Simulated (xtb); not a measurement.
F₂Mg, charge +1, doublet, at a GFN2-xTB geometry (such geometries of metal compounds can be far from the true shape) (a state made from the parent by changing its charge; the spin is typed, not shown lowest); xtb with GFN0-xTB.

The xtb input:
```
$ xtb mol.xyz --gfn 0 --chrg 1 --uhf 1 --grad --json

# file mol.xyz
3

Mg     0.02084867    -0.00292335    -0.00700014
F     -0.22416534     1.32081815    -1.17235055
F      0.19636712    -1.31692035     1.18168407
```

It wrote (shortened):

```
   ID    Z sym.   atoms
    1   12 Mg     1
    2    9 F      2, 3

           -------------------------------------------------
          |                Calculation Setup                |
           -------------------------------------------------

           -------------------------------------------------
          |                 G F N 0 - x T B                 |
           -------------------------------------------------

          ...................................................
          :                      SETUP                      :
          :.................................................:
          :  # basis functions                  18          :
          :  # atomic orbitals                  17          :
          :  # shells                            7          :
          :  # electrons                        15          :
          :  electronic temp.          300.0000000     K    :
          :  accuracy                    1.0000000          :
          :  -> integral cutoff          0.2500000E+02      :
          :  -> integral neglect         0.1000000E-07      :
          ...................................................

         :::::::::::::::::::::::::::::::::::::::::::::::::::::
         ::                     SUMMARY                     ::
         :::::::::::::::::::::::::::::::::::::::::::::::::::::
         :: total energy              -6.682876045964 Eh    ::
         :: gradient norm              0.010061599102 Eh/a0 ::
         :: HOMO-LUMO gap              6.211075649391 eV    ::
         ::.................................................::
         :: H0 energy                 -8.192629939130 Eh    ::
         :: repulsion energy           0.009369893808 Eh    ::
         :: electrostat energy         1.500596524548 Eh    ::
         :: -> Gsolv                   0.000000000000 Eh    ::
         ::    -> Gsasa                0.000000000000 Eh    ::
         ::    -> Gshift               0.000000000000 Eh    ::
         :: dispersion energy         -0.000212525190 Eh    ::
         :: short-range corr.          0.000000000000 Eh    ::
         :: add. restraining           0.000000000000 Eh    ::
         :: total charge               1.000000000000 e     ::
         :::::::::::::::::::::::::::::::::::::::::::::::::::::

           -------------------------------------------------
          |                Property Printout                |
           -------------------------------------------------

    * Orbital Energies and Occupations

         #    Occupation            Energy/Eh            Energy/eV
      -------------------------------------------------------------
         1        2.0000           -0.8262076             -22.4823
         2        2.0000           -0.8181492             -22.2630
         3        1.9613           -0.4469695             -12.1627
         4        1.8237           -0.4453829             -12.1195
         5        1.8237           -0.4453827             -12.1195
         6        1.8026           -0.4452504             -12.1159
         7        1.8025           -0.4452502             -12.1159
         8        1.7862           -0.4451552             -12.1133 (HOMO)
         9                         -0.2169023              -5.9022 (LUMO)
        10                         -0.1208036              -3.2872
        11                         -0.1207451              -3.2856
        12                         -0.0335994              -0.9143
        13                         -0.0335994              -0.9143
        14                          0.0005283               0.0144
        15                          0.0008325               0.0227
        16                          0.3048079               8.2942
        17                          0.8401281              22.8610
      -------------------------------------------------------------
                  HL-Gap            0.2282528 Eh            6.2111 eV
             Fermi-level            0.0000000 Eh            0.0000 eV

     #   Z          covCN         q      C6AA      α(0)
     1  12 Mg       1.277     0.729   160.207    35.505
     2   9 F        0.638     0.135     8.357     3.333
     3   9 F        0.638     0.135     8.357     3.333

 Mol. C6AA /au·bohr⁶  :        294.848171
 Mol. C8AA /au·bohr⁸  :      18877.183692
 Mol. α(0) /au        :         42.170304

Wiberg/Mayer (AO) data.
largest (>0.10) Wiberg bond orders for each atom

 ---------------------------------------------------------------------------
     #   Z sym  total        # sym  WBO       # sym  WBO       # sym  WBO
 ---------------------------------------------------------------------------
     1  12 Mg   0.997 --     3 F    0.499     2 F    0.499
     2   9 F    0.514 --     1 Mg   0.499
     3   9 F    0.514 --     1 Mg   0.499
 ---------------------------------------------------------------------------

Topologies differ in total number of bonds
Writing topology from bond orders to xtbtopo.mol

 dipole moment from electron density (au)
     X       Y       Z
   0.1020  -0.0143  -0.0343  total (Debye):    0.276

           -------------------------------------------------
          | TOTAL ENERGY               -6.682876045964 Eh   |
          | GRADIENT NORM               0.010061599102 Eh/α |
          | HOMO-LUMO GAP               6.211075649391 eV   |
           -------------------------------------------------

normal termination of xtb
```
